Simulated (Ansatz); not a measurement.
`NBBr` + H₂ → `BBr` + NH₃  (hydrogenolysis of a B–N bond)

Computed with Ansatz on PBE0-D4/def2-TZVP structures; ΔE is electronic, products minus reactants. CCSD(T)/CBS is the MP2 limit (def2-TZVPP, def2-QZVPP) plus CCSD(T) − MP2 in def2-TZVPP, frozen cores. This one scheme is used for every species. Functionals use def2-TZVPP. For Br outer-core shells are correlated without core-valence functions, which leaves a few kJ/mol of doubt a bond. Scalar relativity is left out up to krypton. Each species was taken in one conformer, which may not be the lowest.

```csv
level,ΔE (kJ/mol)
revPBE-D4,127.2
BHLYP-D4,120.1
ωB97X-V,120.4
B2PLYP,120.1
LC-ωPBE,121.5
CCSD/def2-TZVPP,114.4
HF/def2-QZVPP,102.4
MP2/CBS(def2),125.3
```

What does CCSD(T)/CBS give? (Estimate.)

Computed: +118.6 kJ/mol. The listed levels differ from it by 8.6, 1.5, 1.8, 1.5, 2.9, -4.2, -16.2, 6.7 kJ/mol.

What do rigid-rotor, harmonic-oscillator terms from PBE0-D4/def2-TZVP frequencies (298.15 K, 1 bar) make of the CCSD(T)/CBS value? (An estimate is asked.)

The calculation gave: ΔZPE = +10.7 kJ/mol, ΔH = +128.5 kJ/mol, ΔS = 28 J/(mol·K), ΔG = +120.1 kJ/mol.

Largest T1 diagnostic among the species: 0.010.

Leaving LDA and LC-ωPBE aside and taking each functional with its dispersion term where it has one, the values, not all of them listed here, spread over 7.9 kJ/mol, from B2PLYP to r2SCAN-D4. LDA lies +16.7 kJ/mol from PBE without D4. In def2-TZVPP, CCSD(T) changes the Hartree–Fock value by +15.4 kJ/mol (the triples alone add +3.8 kJ/mol) and MP2 by +22.1 kJ/mol. At CCSD(T), def2-SVP lies +12.7 kJ/mol from the extrapolated value and def2-TZVPP −0.4 kJ/mol.
